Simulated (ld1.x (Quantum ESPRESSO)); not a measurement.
Before and after: ultrasoft potential for tantalum (Ta)

```json
{"Element": "tantalum", "Generator": "ld1.x (Quantum ESPRESSO) 7.5", "Type": "ultrasoft", "Functional": "PBE", "Relativity": "fully relativistic", "Frozen core": "[Kr] 4d10 4f14", "Valence charge": "13", "Reference configuration": "5s2 5p6 5d3 6s1 6p1", "Partial waves": "5s (bound): rcut 1.40, rcutus 1.70 bohr; 6s (bound): rcut 1.40, rcutus 1.70 bohr; 5p (bound): rcut 1.90, rcutus 2.45 bohr; 6p (bound): rcut 1.90, rcutus 2.45 bohr; 5d (bound): rcut 1.90, rcutus 2.15 bohr; 5d channel at 3.5 Ry: rcut 1.90, rcutus 2.15 bohr", "Local potential": "all-electron potential smoothed inside 2.35 bohr (lloc = -2)", "Core correction": "none", "Augmentation charge": "PSQ, inside the norm-conserving radii"}
```

Open shells are filled in proportion to 2j + 1 (rel_dist='average').

All-electron outer shells of the reference configuration (PBE, scalar-relativistic, ld1.x):

```csv
shell,level (eV),outermost node (bohr),outermost maximum (bohr)
4d,-223.72,0.22,0.46
5s,-74.53,0.54,0.98
5p,-40.93,0.58,1.13
4f,-26.23,–,0.44
6s,-6.41,1.32,2.74
5d,-4.89,0.65,1.56
6p,-2.10,1.59,3.75
```

Change: core correction a·sin(br)/r model core inside 0.80 bohr.

Cutoffs: the cutoffs (Ry, on a coarse ladder) from which the occupation-weighted sum of valence levels, in a spherical-Bessel basis at the reference potential, stays within 10 and 1 mRy of its value at 400 Ry; they do not see the model core or the augmentation charge, which bear on the density cutoff. Errors are all-electron minus pseudo energies relative to the spin-unpolarised reference configuration.

Q: What does the change do?

A: The potential gets neither clearly harder nor softer (25 Ry and 40 Ry → 25 Ry and 40 Ry); the number of tests that count goes from 6 to 7; of the 6 tests that both files solve, the error grows in 3 and shrinks in 3 by more than 15 % and 0.3 meV (median size 24.7 → 18.3 meV); neither file shows a bound ghost at the reference potential, the only one tested. A model core, the more so a compact one, raises the density cutoff, which this test does not measure.

```csv
quantity,base,changed
"cutoff, loose",25 Ry,25 Ry
"cutoff, tight",40 Ry,40 Ry
bound ghosts,none,none
"tests counted (converged, no solver errors)",6 of 7,7 of 7
"error for 5s2 5p6 5d3 6s2 6p0, meV [ΔE -4.15 eV]",+0.7,-2.4
"error for 5s2 5p6 5d3 6s1 6p0, meV [ΔE 4.33 eV]",+3.5,-8.8
"error for 5s2 5p6 5d3 6s0 6p0, meV [ΔE 19.30 eV]",+58,-28
"error for 5s2 5p6 5d3 6s1.5 6p0, meV [ΔE -0.68 eV]",-0.9,-4.6
"error for 5s2 5p6 5d4 6s0 6p0, meV [ΔE 5.76 eV]",+46,-28
"error for 5s2 5p6 5d2 6s0 6p0, meV [ΔE 42.89 eV]",+65,-45
s: phases at 2.66 bohr within 0.05 rad from the reference energy up to (Ry; the scan ends near 5),to the end of the scan,to the end of the scan
p1/2: phases at 2.66 bohr within 0.05 rad from the reference energy up to (Ry; the scan ends near 5),to the end of the scan,to the end of the scan
p3/2: phases at 2.66 bohr within 0.05 rad from the reference energy up to (Ry; the scan ends near 5),to the end of the scan,to the end of the scan
d3/2: phases at 2.66 bohr within 0.05 rad from the reference energy up to (Ry; the scan ends near 5),to the end of the scan,to the end of the scan
d5/2: phases at 2.66 bohr within 0.05 rad from the reference energy up to (Ry; the scan ends near 5),to the end of the scan,to the end of the scan
lowest overlap eigenvalue by channel,"s 0.17, p1/2 0.77, p3/2 0.08, d3/2 0.24, d5/2 0.25","s 0.17, p1/2 0.77, p3/2 0.08, d3/2 0.24, d5/2 0.25"
```

Base: Tests not counted: 5s2 5p6 5d2 6s2 6p0 (pseudo-atom not self-consistent, printed error -8.0 meV).
